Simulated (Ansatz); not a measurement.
Abridged output of a molecular run in Ansatz:

```
Functional definition: HF
1285 factors; integrals over basis functions are off by at most 1.0e-3 eV
mean field evaluation 1: about -68922.4794 eV, gradient 2.8e1 eV
mean field evaluation 2: about -68922.7299 eV, gradient 2.9e1 eV
mean field evaluation 4: about -68925.0748 eV, gradient 4.8e0 eV
mean field evaluation 8: about -68925.1480 eV, gradient 2.7e-1 eV
mean field evaluation 16: about -68925.1487 eV, gradient 1.8e-6 eV
mean field -68925.14866398 eV, -2532.9524942573 hartree, gradient 1.8e-6 eV, S^2 0.000000; 0 other end points of the search recorded, 0 dependent functions left out
12 core orbitals not correlated: weight in the atoms' cores, before any rotation towards them, 1.000 or more for the frozen orbitals, at most 0.000 for the correlated occupied ones
reference -68925.14866398 eV, -2532.9524942573 hartree; 17, 17 occupied and 182, 182 virtual orbitals, 1285 factors
second order -22.06599052 eV of doubles, -0.00000000 eV of singles
cycle   1  -22.12474907 eV  change   -5.9e-2 eV  update   1.0e-1
cycle   2  -22.73505637 eV  change   -6.1e-1 eV  update   3.1e-2
cycle   3  -22.83684179 eV  change   -1.0e-1 eV  update   1.4e-2
cycle   4  -22.82783063 eV  change    9.0e-3 eV  update   3.7e-3
cycle   5  -22.82937353 eV  change   -1.5e-3 eV  update   1.7e-3
cycle   6  -22.82995374 eV  change   -5.8e-4 eV  update   4.5e-4
cycle   7  -22.82973615 eV  change    2.2e-4 eV  update   2.1e-4
cycle   8  -22.82971011 eV  change    2.6e-5 eV  update   6.8e-5
cycle   9  -22.82972440 eV  change   -1.4e-5 eV  update   3.1e-5
perturbative correction -0.98324719 eV, -0.0361336678 hartree
Total energy: -68948.96163557 eV, -2533.8276048223 hartree
```

Its atoms:

```xyz
9

C     0.632    1.027    0.915
N     0.090   -0.111    0.939
C    -0.775   -0.443   -0.152
Se   -0.069   -1.940   -1.197
H     0.467    1.757    0.111
H     1.299    1.314    1.726
H    -1.720   -0.828    0.237
H    -0.978    0.393   -0.833
H     1.054   -1.169   -1.747
```

Question: Which basis set was used?
A. def2-TZVPP
B. def2-TZVPPD
C. cc-pV(D+d)Z
D. cc-pV(Q+d)Z

Answer: A. It gives 211 functions.

Question: Write the keys of the input that set method, charge and spin (a neutral closed shell needs none for the last two).

Answer: 
```yaml
correlation: {method: ccsd_t}
```
